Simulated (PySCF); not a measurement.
# How methods differ on the excitation energy of Te⁺

Te⁺ [Kr] 4d10 5s2 5p3 (4S) → Te⁺ [Kr] 4d10 5s2 5p2 5d1 (high-spin determinant), as a difference of total energies. Calculation: PySCF 2.14, in dyall-av2z; the non-relativistic Hamiltonian (point nucleus). Correlated levels: valence: [Kr] 4d10 frozen; virtual orbitals above 40 to 60 times the deepest correlated orbital energy dropped. The calculations carry no spin-orbit coupling.

| method | excitation energy (cm⁻¹) |
| --- | --- |
| UHF | 90705 |
| LDA | 84828 |
| PBE | 83755 |
| PBE0 | 86141 |
| r2SCAN | 87874 |
| r2SCANh | 88277 |
| B97-3 | 86140 |
| LC-wPBE | 89372 |
| MP2 (valence) | 90362 |
| SCS-MP2 (valence) | 89816 |

A first-order spin-orbit estimate (lowest level to lowest level, LS coupling) adds -0.332 eV.

The promoted electron is Rydberg-like, and one or two diffuse shells describe it only roughly, which tends to raise the upper state.

The determinant of the upper state mixes LS terms, which raises its energy above the lowest term, most at the Hartree-Fock and MP2 levels.
